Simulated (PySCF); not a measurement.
C4H13BO2Si, SMILES B(C[Si](C)(C)C)(O)O (GFN2-xTB optimised geometry):

```
21

C     -0.952    -1.549    -1.563
Si    -0.297    -0.669     0.000
C      1.610    -0.669     0.000
C     -0.928     1.138     0.000
C     -0.957    -1.579     1.550
B     -0.496    -0.862     2.882
O      0.589    -1.320     3.546
O     -1.117     0.247     3.386
H     -0.618    -2.581    -1.609
H     -0.601    -1.053    -2.462
H     -2.037    -1.556    -1.597
H      1.992    -0.245     0.923
H      2.003    -1.677    -0.080
H      2.014    -0.091    -0.826
H     -0.583     1.677    -0.877
H     -2.014     1.186     0.000
H     -0.573     1.676     0.874
H     -0.594    -2.604     1.529
H     -2.044    -1.627     1.489
H      0.808    -0.804     4.324
H     -1.869     0.561     2.888
```

Level of theory: PBE0/def2-SVP (PySCF).

What are the frontier orbital energies and the dipole moment?

HOMO-2 -8.32 eV, HOMO-1 -8.27 eV, HOMO -7.99 eV, LUMO 1.19 eV, LUMO+1 1.75 eV; dipole moment 1.24 D.

Meta-Löwdin charges at PBE0/def2-SVP: C1 -0.55, Si2 0.89, C3 -0.55, C4 -0.56, C5 -0.55, B6 0.42, O7 -0.49, O8 -0.50, H9 0.11, H10 0.11, H11 0.11, H12 0.12, H13 0.11, H14 0.11, H15 0.11, H16 0.11, H17 0.11, H18 0.13, H19 0.11, H20 0.33, H21 0.33.
